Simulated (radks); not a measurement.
Problem. Coherent X-ray form factor from a spherical all-electron density. Method: non-relativistic Kohn-Sham, PBE, spin-unpolarised, spherical densities, point nucleus; computed with a radial shooting solver on a logarithmic mesh with Libxc functionals.

sin(theta)/lambda (1/angstrom),f0 (electrons)
0.05,45.532
0.1,44.191
0.15,42.151
0.2,39.645
0.25,36.916
0.3,34.171
0.4,29.182
0.5,25.247
0.6,22.343
0.8,18.551
1,15.871
1.25,12.895
1.5,10.298
2,6.924

The species is in the configuration that NIST lists as its ground one. Which atom or ion scatters so?

Solution. The indium ion In3+, [Kr] 4d10. Extrapolating in s^2 from the first two rows gives f0(0) = 46.0, near the electron count 46; among species with that count, the fall with angle is slower the higher Z, and the table is that of Z = 49; from so few rows the species is fixed only to a neighbour or two.
